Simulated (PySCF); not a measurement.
Identify the compound

The spectra below were simulated for a compound C7H9O2P.

1H NMR (300 MHz, computed): δ 7.69 (m, 1H), 7.48 (m, 1H), 6.84 (m, 1H), 6.75 (m, 1H), 6.56 (m, 1H), 6.51 (m, 1H), 1.56 (m, 3H).

13C{1H} NMR (computed): δ 156.5, 151.6, 142.2, 140.8, 127.5, 118.0, 21.5.

No relativistic terms, gas phase, equivalent nuclei averaged, a single conformation. PBE0/pcSseg-1 with gauge-including orbitals; GFN2-xTB structure; PySCF 2.14.

Scale: 1H (31.72 ppm), 13C (186.93 ppm) vs TMS (reference shieldings calculated alike).

Propose a structure and justify it.

## Answers


7 carbon signals for 7 carbons: no two carbons are equivalent. Carbon types of the structure: 1 × C, 4 × CH, 1 × CH2, 1 × CH3, which accounts for all hydrogens. δC 156.5: substituted aromatic carbon next to the ring oxygen. δC 151.6: aromatic CH next to the ring oxygen. δC 142.2: alkene CH; an sp2 carbon of a C=C bond. δC 140.8: terminal =CH2 carbon; as expected for a trigonal carbon in a double bond. δC 127.5, 118.0: aromatic CH. δH 7.69: hydrogen on an aromatic CH next to the ring oxygen; the ring current deshields protons in the ring plane. δH 7.48, 6.75: hydrogen on an aromatic CH; it sits in the deshielding region of the aromatic ring current.

Structure: SMILES C=C[P@@](C)(=O)c1ccco1.

The data come from this structure; uniqueness wasn't tested.

Splittings by 31P in the carbon and heteronuclear signals aren't shown, as no couplings were computed. Shifts are as computed. Against solution values, carbons near 30 ppm lie about +3 ppm off and those near 130 ppm about +5 ppm. Of 1211 compounds with measured shifts, 218 miss one by over three times the rms of a fit or turn the order of signals round; such compounds aren't used in these exercises. Multiplicities follow the n + 1 count of equivalent neighbours, as no J values were calculated; m marks all less simple cases, F and P coupling included.
